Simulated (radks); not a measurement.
The numbers below are computed, except where a source is named.
Charge is removed step by step from the 5s1/2 level of the lutetium ion Lu2+, starting from [Xe] 4f14 6s1. Level of theory: Dirac Kohn-Sham, PBE, spin-unpolarised, spherical densities, point nucleus (a radial shooting solver on a logarithmic mesh with Libxc functionals).

removed (e) = 0: E - E(0) (eV) 0.000; eigenvalue (eV) -78.237; E minus straight line (eV) 0.000
removed (e) = 0.25: E - E(0) (eV) 20.046; eigenvalue (eV) -82.145; E minus straight line (eV) -1.493
removed (e) = 0.5: E - E(0) (eV) 41.078; eigenvalue (eV) -86.117; E minus straight line (eV) -2.000
removed (e) = 0.75: E - E(0) (eV) 63.110; eigenvalue (eV) -90.148; E minus straight line (eV) -1.507
removed (e) = 1: E - E(0) (eV) 86.156; eigenvalue (eV) -94.234; E minus straight line (eV) 0.000

Removing the whole electron costs 86.156 eV by Delta-SCF, against 78.237 eV from minus the eigenvalue at the starting occupation. Slater's transition state (half an electron removed) gives 86.117 eV. Integrating minus the eigenvalue over the occupation (Janak's theorem) gives 86.156 eV. The mean slope of the eigenvalue, de/dn, is 16.0 eV per electron.
